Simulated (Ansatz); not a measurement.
Ansatz (an electronic-structure program) input (CCSD(T)/def2-QZVPP):
A basis named .json is the Basis Set Exchange file of that set.

Ansatz 0.2 input:
```yaml
crystal:
  periodic: [false, false, false]
  atoms:
    - {symbol: Sr, position_ang: [0.21449557, -0.11091325, -0.16384596]}
    - {symbol: F, position_ang: [-0.68239543, 1.67362700, -0.92907557]}
    - {symbol: F, position_ang: [-0.22325252, -1.20532662, 1.62086962]}
basis:
  gaussian:
    orbitals: def2-QZVPP.json
magnetization: {spin_polarized: false}
correlation: {method: ccsd_t, electrons: outside_noble_gas}
```

Output:

```
Functional definition: HF
integrals: 0.55 GiB planned
1116 factors; integrals over basis functions are off by at most 7.3e-4 eV
mean field: 0.51 GiB planned
mean field evaluation 1: about -6239.7244 eV, gradient 5.4e1 eV
mean field evaluation 2: about -6239.7291 eV, gradient 5.4e1 eV
mean field evaluation 4: about -6244.3990 eV, gradient 1.7e0 eV
mean field evaluation 8: about -6244.4061 eV, gradient 9.9e-2 eV
mean field evaluation 16: about -6244.3984 eV, gradient 3.3e-1 eV
mean field -6244.40618489 eV, -229.4776946843 hartree, gradient 4.6e-6 eV, S^2 0.000000; 0 other end points of the search recorded, 0 dependent functions left out
6 core orbitals not correlated, not the lowest: weight in the atoms' cores, before any rotation towards them, 0.907 or more for the frozen orbitals, at most 0.074 for the correlated occupied ones
reference -6244.40618489 eV, -229.4776946843 hartree; 8, 8 occupied and 163, 163 virtual orbitals, 1116 factors
second order -16.54662139 eV of doubles, -0.00000000 eV of singles
coupled cluster: 0.92 GiB planned
cycle   1  -15.86418758 eV  change    6.8e-1 eV  update   9.6e-2
cycle   2  -16.17441579 eV  change   -3.1e-1 eV  update   3.6e-2
cycle   3  -16.25244434 eV  change   -7.8e-2 eV  update   1.3e-2
cycle   4  -16.24791586 eV  change    4.5e-3 eV  update   3.9e-3
cycle   5  -16.24265777 eV  change    5.3e-3 eV  update   1.3e-3
cycle   6  -16.24242090 eV  change    2.4e-4 eV  update   5.3e-4
cycle   7  -16.24275635 eV  change   -3.4e-4 eV  update   1.7e-4
cycle   8  -16.24270723 eV  change    4.9e-5 eV  update   5.8e-5
cycle   9  -16.24266814 eV  change    3.9e-5 eV  update   1.9e-5
cycle  10  -16.24267422 eV  change   -6.1e-6 eV  update   6.6e-6
perturbative correction -0.50870797 eV, -0.0186946730 hartree
Total energy: -6261.15756708 eV, -230.0932966250 hartree
```
